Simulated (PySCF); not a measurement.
Isomers of C5H5F3O2, one GFN2-xTB conformer each. Single-point energies are computed at PBE0/pcSseg-1 (PySCF, gas phase, no added dispersion term), electronic only.

```json
{"SMILES": "C=CC(=O)OCC(F)(F)F", "GFN2-xTB relative energy (kcal/mol)": "4.5"}
{"SMILES": "FC(F)OC1=COC[C@H]1F", "GFN2-xTB relative energy (kcal/mol)": "0.0"}
```

Conformers: `[CH2:1]=[CH:2][C:3](=[O:4])[O:5][CH2:6][C:7]([F:8])([F:9])[F:10]` with C1–C2–C3–O4 2°, C2–C3–O5–C6 177°, C3–O5–C6–C7 -104°; `[F:1][CH:2]([F:3])[O:4][C:5]1=[CH:6][O:7][CH2:8][C@H:9]1[F:10]` with F1–C2–O4–C5 165°, C2–O4–C5–C6 -154°.

What does PBE0/pcSseg-1 give for the same structures?

```
             SMILES  PBE0/pcSseg-1 E (Eh)  PBE0/pcSseg-1 (kcal/mol)  GFN2-xTB (kcal/mol)  point group
 C=CC(=O)OCC(F)(F)F            -642.79459                       0.0                  4.5           C1
FC(F)OC1=COC[C@H]1F            -642.75129                      27.2                  0.0           C1
```

GFN2-xTB puts FC(F)OC1=COC[C@H]1F lowest instead. As drawn, the lower has a C=O bond and a C(=O)–O unit, which the higher lacks.

Which frontier levels, dipoles and rotational constants go with these structures?

```tsv
SMILES	HOMO (eV, PBE0/pcSseg-1)	LUMO (eV)	dipole (D)	A, B, C (MHz)
C=CC(=O)OCC(F)(F)F	-8.66	-1.78	2.61	3217, 677.4, 652.6
FC(F)OC1=COC[C@H]1F	-6.82	-0.17	2.47	2762, 858.8, 720.2
```
